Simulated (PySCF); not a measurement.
Excitations are Tamm–Dancoff values on a coarser integration grid. The basis has no diffuse functions, so Rydberg states are missing or too high.

Z-matrix (Å, degrees):
```
Al
C 1 1.9551
H 2 1.0907 1 113.38
H 2 1.0935 3 107.96 1 123.42
H 2 1.0942 3 107.62 4 114.06
C 1 1.9552 2 119.92 3 174.99
H 6 1.0908 1 113.30 2 8.00
H 6 1.0932 7 108.06 1 -123.74
H 6 1.0945 7 107.47 8 -114.09
C 1 1.9552 2 120.06 3 -5.15
H 10 1.0908 1 113.29 2 174.35
H 10 1.0934 11 108.00 1 123.57
H 10 1.0943 11 107.55 12 114.08
```
Charge 0, multiplicity 1.

What is the computed S1 excitation (TDA), T1 excitation (TDA), total energy, HOMO, HOMO–LUMO gap, S1–T1 gap (TDA), LUMO and dipole moment (M06-2X/def2-TZVP in PySCF)?


```
Property                    Value
-------------------  ------------
S1 excitation (TDA)       5.58 eV
T1 excitation (TDA)       5.28 eV
total energy         -362.1474 Ha
HOMO                     -8.70 eV
HOMO–LUMO gap             8.80 eV
S1–T1 gap (TDA)           0.30 eV
LUMO                      0.10 eV
dipole moment              0.00 D
```
